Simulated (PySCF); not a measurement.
OPb, singlet, geometry from GFN2-xTB (such geometries of metal compounds can be far from the true shape) (core potentials on Pb); PBE0/def2-SVPD, polarisability by finite fields (PySCF).

Input for PySCF:
```python
from pyscf import gto, scf, dft

mol = gto.M(
    atom='''
Pb   -0.00000000   -0.00000000   -0.17063352
O     0.00000000    0.00000000    1.74899359
''',
    basis='def2-svpd',
    ecp={'Pb': 'def2-svpd'},
    verbose=4,
)

mf = dft.RKS(mol)
mf.xc = 'pbe0'
mf.conv_tol = 1e-11
mf.kernel()
h0, z, done = mf.get_hcore(), mol.intor('int1e_r')[2], []
def energy(F):
    f = mf.copy()
    f.scf_summary = {}
    f.get_hcore = lambda *a: h0 + F * z
    e = f.kernel(mf.make_rdm1())
    done.append(f.converged)
    return e
F = 0.05
alpha = -(energy(F) + energy(-F) - 2 * mf.e_tot) / F**2
print('alpha_zz =', alpha)
```

### Question
Write the output that PySCF gives for this input, abridged.

### Answer

```
PySCF version 2.14.0

[INPUT] verbose = 4
[INPUT] num. atoms = 2
[INPUT] num. electrons = 30
[INPUT] charge = 0
[INPUT] spin (= nelec alpha-beta = 2S) = 0
[INPUT] symmetry False subgroup None
[INPUT] Mole.unit = angstrom
[INPUT] Symbol           X                Y                Z      unit          X                Y                Z       unit  Magmom
[...]
nuclear repulsion = 48.5173337242148
number of shells = 21
number of NR pGTOs = 100
number of NR cGTOs = 55
basis = def2-svpd
ecp = {'Pb': 'def2-svpd'}

******** <class 'pyscf.dft.rks.RKS'> ********
method = RKS
initial guess = minao
damping factor = 0
level_shift factor = 0
DIIS = <class 'pyscf.scf.diis.CDIIS'>
diis_start_cycle = 1
diis_space = 8
diis_damp = 0
SCF conv_tol = 1e-11
SCF conv_tol_grad = None
SCF max_cycles = 50
direct_scf = True
direct_scf_tol = 1e-13
XC library pyscf.dft.libxc version 7.1.2
    S. Lehtola, C. Steigemann, M. J. T. Oliveira, and M. A. L. Marques,  SoftwareX 7, 1–5 (2018)
XC functionals = pbe0
    C. Adamo and V. Barone,  J. Chem. Phys. 110, 6158 (1999)
    M. Ernzerhof and G. E. Scuseria,  J. Chem. Phys. 110, 5029 (1999)
radial grids:
    Treutler-Ahlrichs [JCP 102, 346 (1995); DOI:10.1063/1.469408] (M4) radial grids

becke partition: Becke, JCP 88, 2547 (1988); DOI:10.1063/1.454033
pruning grids: <function nwchem_prune>
grids dens level: 3
symmetrized grids: False
atomic radii adjust function: <function treutler_atomic_radii_adjust>
small_rho_cutoff = 0
Set gradient conv threshold to 3.16228e-06
Initial guess from minao.
tot grids = 37312
init E= -243.81921675539
[...]
cycle= 1 E= -267.462359630485  delta_E= -23.6  |g|= 1.43  |ddm|= 13.6
[...]
cycle= 2 E= -267.609794351982  delta_E= -0.147  |g|= 1.25  |ddm|= 6.13
[...]
cycle= 3 E= -267.740411263715  delta_E= -0.131  |g|= 0.894  |ddm|= 1.83
[...]
cycle= 4 E= -267.930217228218  delta_E= -0.19  |g|= 0.0598  |ddm|= 0.715
[...]
cycle= 5 E= -267.930610170954  delta_E= -0.000393  |g|= 0.0379  |ddm|= 0.118
[...]
cycle= 6 E= -267.930970735474  delta_E= -0.000361  |g|= 0.00365  |ddm|= 0.0313
[...]
cycle= 7 E= -267.930973473675  delta_E= -2.74e-06  |g|= 0.00068  |ddm|= 0.00421
[...]
cycle= 8 E= -267.930973586742  delta_E= -1.13e-07  |g|= 0.000216  |ddm|= 0.000743
[...]
cycle= 9 E= -267.930973597667  delta_E= -1.09e-08  |g|= 3.36e-05  |ddm|= 0.000161
[...]
cycle= 10 E= -267.930973597935  delta_E= -2.68e-10  |g|= 7.31e-07  |ddm|= 3.98e-05
[...]
cycle= 11 E= -267.930973597935  delta_E= -3.41e-13  |g|= 2.58e-07  |ddm|= 3.18e-06
[...]
[...]
converged SCF energy = -267.930973597935
[...]
[...]
cycle= 13 E= -266.950916268454  delta_E= -2.56e-07  |g|= 8.27e-05  |ddm|= 0.00133
[...]
cycle= 14 E= -266.950916270679  delta_E= -2.22e-09  |g|= 2.49e-05  |ddm|= 0.000419
[...]
cycle= 15 E= -266.950916270833  delta_E= -1.54e-10  |g|= 3.4e-07  |ddm|= 2.8e-05
[...]
cycle= 16 E= -266.950916270833  delta_E= -3.41e-13  |g|= 3.58e-07  |ddm|= 6.54e-06
[...]
Extra cycle  E= -266.950916270832  delta_E= 1.53e-12  |g|= 2.37e-06  |ddm|= 3.23e-06
converged SCF energy = -266.950916270832

******** <class 'pyscf.dft.rks.RKS'> ********
method = RKS
initial guess = minao
damping factor = 0
level_shift factor = 0
DIIS = <class 'pyscf.scf.diis.CDIIS'>
diis_start_cycle = 1
diis_space = 8
diis_damp = 0
SCF conv_tol = 1e-11
SCF conv_tol_grad = None
SCF max_cycles = 50
direct_scf = True
direct_scf_tol = 1e-13
XC library pyscf.dft.libxc version 7.1.2
    S. Lehtola, C. Steigemann, M. J. T. Oliveira, and M. A. L. Marques,  SoftwareX 7, 1–5 (2018)
XC functionals = pbe0
    C. Adamo and V. Barone,  J. Chem. Phys. 110, 6158 (1999)
    M. Ernzerhof and G. E. Scuseria,  J. Chem. Phys. 110, 5029 (1999)
radial grids:
    Treutler-Ahlrichs [JCP 102, 346 (1995); DOI:10.1063/1.469408] (M4) radial grids

becke partition: Becke, JCP 88, 2547 (1988); DOI:10.1063/1.454033
pruning grids: <function nwchem_prune>
grids dens level: 3
symmetrized grids: False
atomic radii adjust function: <function treutler_atomic_radii_adjust>
small_rho_cutoff = 0
Set gradient conv threshold to 3.16228e-06
init E= -268.997073363603
[...]
cycle= 1 E= -269.003271212074  delta_E= -0.0062  |g|= 0.497  |ddm|= 4.12
[...]
cycle= 2 E= -267.816754980881  delta_E= 1.19  |g|= 2.25  |ddm|= 17.8
[...]
cycle= 3 E= -269.069319524194  delta_E= -1.25  |g|= 0.0533  |ddm|= 16.9
[...]
cycle= 4 E= -269.069872938709  delta_E= -0.000553  |g|= 0.0221  |ddm|= 0.406
[...]
cycle= 5 E= -269.069964437459  delta_E= -9.15e-05  |g|= 0.00741  |ddm|= 0.125
[...]
cycle= 6 E= -269.069978549962  delta_E= -1.41e-05  |g|= 0.000434  |ddm|= 0.0205
[...]
cycle= 7 E= -269.069978609122  delta_E= -5.92e-08  |g|= 0.000101  |ddm|= 0.00533
[...]
cycle= 8 E= -269.069978613069  delta_E= -3.95e-09  |g|= 3.66e-05  |ddm|= 0.00225
[...]
cycle= 9 E= -269.069978613476  delta_E= -4.07e-10  |g|= 2.45e-06  |ddm|= 0.000844
[...]
cycle= 10 E= -269.069978613481  delta_E= -4.89e-12  |g|= 8.24e-07  |ddm|= 0.000161
[...]
Extra cycle  E= -269.069978613481  delta_E= 2.27e-13  |g|= 2e-06  |ddm|= 6.71e-06
converged SCF energy = -269.069978613481
alpha_zz = 63.57907537703794
```
